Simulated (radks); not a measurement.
The numbers below are computed, except where a source is named.
Q: Ionisation of the molybdenum ion Mo+, [Kr] 4d5, to Mo2+, [Kr] 4d4, under several functionals. Scalar-relativistic Kohn-Sham, spin-unpolarised, spherical densities, finite nucleus; a radial shooting solver on a logarithmic mesh with Libxc functionals. The NIST Atomic Spectra Database gives 16.2 eV (semi-empirical). Rank these functionals by the error of their Delta-SCF ionisation energy: SCAN; exchange-only PBE; MS2 meta-GGA; exchange-only B88; TASK exchange with Perdew-Wang LDA correlation; PBE; BP86; exchange-only r2SCAN; PW91.

A: From best to worst: BP86 15.583 eV (-0.577); PW91 15.522 eV (-0.638); PBE 15.462 eV (-0.698); SCAN 15.311 eV (-0.849); MS2 meta-GGA 15.291 eV (-0.869); TASK exchange with Perdew-Wang LDA correlation 14.754 eV (-1.406); exchange-only PBE 14.556 eV (-1.604); exchange-only B88 14.519 eV (-1.641); exchange-only r2SCAN 14.219 eV (-1.941). Spin polarisation and multiplet splitting are left out, so open shells lie too high by an amount that depends on their filling.

Beside tabulated values, note that spin-unpolarised runs miss the spin-polarisation part of the exchange energy of open shells.
